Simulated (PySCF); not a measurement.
Dipole response of Sn+ (tin, charge +1)

[Kr] 4d10 5s2 5p1, 2P determinant. All numbers are calculated (PySCF 2.14, scalar relativity through the core potential, in def2-QZVPPD with the def2 core potential (28 electrons) (8s6p5d4f1g, 88 functions)). Coupled (time-dependent) response in atomic units; α is the mean over directions.

```tsv
method	mean α (bohr³)	α xx, yy, zz	C₆ (like pair)	S(−4)
revPBE	27.48	25.23, 31.98, 25.23	212.7	267.3
```

S(−4) is the Cauchy moment in α(ω) = α(0) + S(−4) ω² + …

Spin-orbit coupling is absent.

α(iu) at revPBE:

| u (hartree) | α(iu) (bohr³) |
| --- | --- |
| 0 | 27.48 |
| 0.0500 | 26.83 |
| 0.100 | 25.10 |
| 0.200 | 20.24 |
| 0.300 | 15.70 |
| 0.500 | 9.816 |
| 0.750 | 6.274 |
| 1.00 | 4.509 |
| 1.50 | 2.813 |
| 2.00 | 1.987 |
| 3.00 | 1.168 |
| 5.00 | 0.5424 |

A single London oscillator, α(iu) = α/(1 + u²/ω²), gives C₆ = (3/4) ω α². Matching the computed C₆ needs ω = 4 × 212.7 / (3 × 27.48²) = 0.376 hartree.

For an ion, C₆ is the dispersion term alone; charge-induced terms of lower order in 1/R come first.

The components differ because the open shell of this determinant is not spherical; for a pure term their mean is the scalar polarisability.

Energies and moments cover only the electrons outside the core potential.
